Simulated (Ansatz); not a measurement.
`[BH2][AlH][O]C` + `BNCC` → `BN(B)CC` + `C[O][AlH2]` at 298.15 K and 1 bar (cleavage of the B–Al bond).

Calculated with Ansatz (gas phase, PBE0-D4/def2-TZVP geometries, no zero-point term in ΔE). CCSD(T)/CBS adds triple-zeta CCSD(T) − MP2 to the extrapolated MP2 energy (def2 sets, frozen cores). One conformer a species, not always the lowest.

| species | CCSD(T)/CBS energy (Eh) | H − E (kJ/mol) | S (J/(mol·K)) |
| --- | --- | --- | --- |
| `[BH2][AlH][O]C` | -383.62766 | 200.1 | 344.8 |
| `BNCC` | -160.44809 | 293.3 | 299.8 |
| `BN(B)CC` | -185.85795 | 326.2 | 328.0 |
| `C[O][AlH2]` | -358.26893 | 161.5 | 296.6 |

H − E and S are ideal-gas, rigid-rotor, harmonic terms from PBE0-D4/def2-TZVP, for one conformer and one mirror image of each species. 1 Eh = 2625.50 kJ/mol, R = 8.31446 J/(mol·K).

**Question.** By hand: ΔE, ΔH, ΔS and ΔG.

**Answer.** ΔE = (-185.85795) + (-358.26893) − (-383.62766) − (-160.44809) = -0.05113 Eh = -134.2 kJ/mol. Δ(H − E) = 326.2 + 161.5 − 200.1 − 293.3 = -5.7, so ΔH = -139.9 kJ/mol. ΔS = 328.0 + 296.6 − 344.8 − 299.8 = -20.0 J/(mol·K). ΔG = -139.9 − 298.15 × (-20.0)/1000 = -133.9 kJ/mol.

**Question.** By hand: the equilibrium constant, and the temperature at which ΔG would vanish if ΔH and ΔS stayed fixed.

**Answer.** log₁₀ K = −ΔG/(RT ln 10) = 23.5. ΔG = 0 at ΔH/ΔS = 6995 K, far beyond where these terms or the molecules hold.

ΔH outweighs TΔS. A doubt of 5 kJ/mol in ΔE shifts log₁₀ K by 0.9 here. Other conformers and mirror images would add mixing entropy, several J/(mol·K) or more a flexible species. Modes under 60 cm⁻¹, often nearly free rotors, make the harmonic entropy too high. These are equilibria of isolated gas molecules and say nothing of rates. Largest T1 diagnostic: 0.012 (customary marks: 0.02 for closed shells, 0.045 for open ones).
